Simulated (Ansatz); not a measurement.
Basis-set extrapolation for F2H4OSSi2 (`O[SiH](F)S[SiH2]F`) (PBE0-D4/def2-TZVP geometry, frozen core, Ansatz). Multiplicity 1, RHF reference.

|  | def2-TZVPP | def2-QZVPP |
| --- | --- | --- |
| HF | -1251.886481 | -1251.929721 |
| MP2 correlation | -1.150290 | -1.255109 |
| CCSD(T) correlation | -1.228736 | not run |

Energies in hartree. Use E(X) = E(∞) + A·exp(−7.88·√X) for Hartree–Fock and E(X) = E(∞) + B·X^(−2.97) for correlation, with X = 3 and 4, and add CCSD(T) minus MP2 of the smaller set to the MP2 limit.

Question: What is the CCSD(T) energy at the basis-set limit?

Answer: HF limit: -1251.929721 + (-0.043240) × 0.13774 = -1251.93568. MP2 limit: -1.255109 + (-0.104819) × 0.74074 = -1.33275. Higher-order term: -1.228736 − (-1.150290) = -0.07845. Total: -1253.34688 hartree, 6.30 eV below CCSD(T)/def2-TZVPP.
